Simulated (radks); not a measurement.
The mean radii <r> (bohr) of the occupied orbitals of an atom or ion are listed with their occupations. All-electron calculation, Dirac Kohn-Sham, PBEsol, spin-unpolarised, spherical densities, finite nucleus; Fermi nuclear charge, rms radius of each element as measured or else 0.836 A^(1/3) + 0.57 fm. Program: a radial shooting solver on a logarithmic mesh with Libxc functionals.

orbital  occ.      <r>
1s1/2       2  0.04552
2s1/2       2   0.2026
2p1/2       2   0.1747
2p3/2       4   0.1784
3s1/2       2   0.5986
3p1/2       2   0.6103
3p3/2       4   0.6209
3d3/2       4   0.6749
3d5/2       6   0.6796
4s1/2       2    1.876
4p1/2       2    2.284

Name the element and its charge. Open shells, if any, fill j = l - 1/2 first.

Answer. Z = 33, arsenic, charge +1: As+ in [Ar] 3d10 4s2 4p2. The 1s radius gives Z: for a bare nucleus <r> = (2 gamma + 1)/(2Z) with gamma = sqrt(1 - (Z/c)^2), 0.04456 bohr for Z = 33, and screening makes it slightly larger (0.04552 here). The occupations add up to 32, and the charge is Z minus that.
